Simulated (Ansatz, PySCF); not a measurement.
This PySCF input computes a CCSD(T)/cc-pVDZ energy:

```python
from pyscf import gto, scf, mp, cc as ccmod

mol = gto.M(
    atom='''
    C    -0.00000000   -0.00000000   -1.28727519
    C     0.00000000    0.00000000    0.00000000
    C     0.00000000    0.00000000    1.28727519
    ''',
    basis='cc-pvdz',
    charge=0,
    spin=0,
    verbose=4,
)

mf = scf.RHF(mol)
mf.conv_tol = 1e-10
mf.max_cycle = 100
mf.kernel()
mp2 = mp.MP2(mf, frozen=3).run()
cc = ccmod.CCSD(mf, frozen=3)
cc.max_cycle = 100
cc.kernel()
et = cc.ccsd_t()
print(f'E(CCSD(T)) = {cc.e_tot + et:.9f}')
```

**Question.** Write an input for the same energy in Ansatz (a program for electronic structure) and say what it gives.

**Answer.** 
Ansatz 0.2 input:
```yaml
crystal:
  periodic: [false, false, false]
  atoms:
    - {symbol: C, position_ang: [-0.00000000, -0.00000000, -1.28727519]}
    - {symbol: C, position_ang: [0.00000000, 0.00000000, 0.00000000]}
    - {symbol: C, position_ang: [0.00000000, 0.00000000, 1.28727519]}
basis:
  gaussian:
    orbitals: cc-pVDZ
magnetization: {spin_polarized: false}
correlation: {method: ccsd_t, electrons: outside_noble_gas}
```
It gives -113.73976 Eh, and PySCF -113.73976 Eh, a difference of 0.00 mEh.
